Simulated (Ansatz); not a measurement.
CH₇ClOSi₂ (`OC([SiH3])[SiH2]Cl`). The species carries charge 0 and has multiplicity 1.

```
atom   x (Å)   y (Å)   z (Å)
  O1   1.004   0.707  -1.255
  C2   0.011   0.540  -0.246
 Si3  -1.351  -0.562  -0.960
 Si4   0.746  -0.169   1.330
 Cl5   2.415   0.981   1.749
  H6   1.755   1.175  -0.871
  H7  -0.466   1.500   0.014
  H8  -1.945   0.075  -2.162
  H9  -0.800  -1.894  -1.315
 H10  -2.397  -0.726   0.086
 H11  -0.191  -0.065   2.474
 H12   1.217  -1.562   1.154
```

Q: List the harmonic frequencies (cm⁻¹, unscaled) at PBE0-D4/def2-TZVP in Ansatz. (An estimate is asked.)

A: The calculation gave: 57, 107, 123, 174, 256, 272, 377, 513, 547, 554, 618, 671, 753, 808, 853, 913, 935, 946, 947, 1054, 1074, 1256, 1344, 2219, 2238, 2243, 2244, 2257, 2976, 3796.

Q: Is this a minimum?

A: Yes, all 30 modes are real.

Q: Give the ideal-gas thermochemistry at 298.15 K and 1 bar (rigid rotor, harmonic oscillator; point group C1, symmetry number 1).

A: Zero-point energy 198.1 kJ/mol; H(298) − E = 222.4 kJ/mol; entropy 377.3 J/(mol·K), of which translation 169.2, rotation 118.4, vibration 89.6; G(298) − E = 109.9 kJ/mol. Modes under 100 cm⁻¹ are hindered rotations or soft bends, so the harmonic entropy is rough.
